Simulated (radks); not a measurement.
Ir11+, configuration [Kr] 4d10 4f14 5s2 5p4.

Method: Dirac Kohn-Sham, PBEsol, spin-unpolarised, spherical densities, finite nucleus; open shells fill j = l - 1/2 first; Fermi nuclear charge, rms radius 5.4032 fm; computed with a radial shooting solver on a logarithmic mesh with Libxc functionals.

Energy parts (Ry):
total: -35628.9118
kinetic: 40585.5931
electron-nucleus: -88476.0892
Hartree: 12935.6258
exchange-correlation: -674.0415

Orbitals (lengths in bohr, moments of r in powers of bohr; r(90%) holds 90 % of the orbital's charge):
orbital  occ.  eigenvalue (Ry)  r(90%)
1s1/2       2        -5597.082  0.0318
2s1/2       2        -990.3059   0.114
2p1/2       2        -949.6232   0.100
2p3/2       4        -830.0562   0.111
3s1/2       2        -242.3646   0.279
3p1/2       2        -224.0657   0.271
3p3/2       4        -197.8751   0.292
3d3/2       4        -167.2003   0.265
3d5/2       6        -161.5348   0.271
4s1/2       2        -62.65556   0.607
4p1/2       2        -54.91845   0.620
4p3/2       4        -48.70549   0.668
4d3/2       4        -35.98403   0.703
4d5/2       6        -34.82657   0.719
5s1/2       2        -20.39865    1.31
4f5/2       6        -18.57937   0.832
4f7/2       8        -18.34272   0.842
5p1/2       2        -17.75950    1.39
5p3/2       2        -16.50391    1.48

The highest occupied level is 5p3/2 at -224.55 eV. For comparison, the ionisation energy in NIST's Atomic Spectra Database is 240 eV (theoretical). In exact Kohn-Sham theory the highest level is minus the ionisation energy, but local and semilocal functionals leave it too shallow, through self-interaction and a potential that decays too fast; potentials with the right tail come closer.

Beside tabulated values, note that spin-unpolarised runs miss the spin-polarisation part of the exchange energy of open shells.
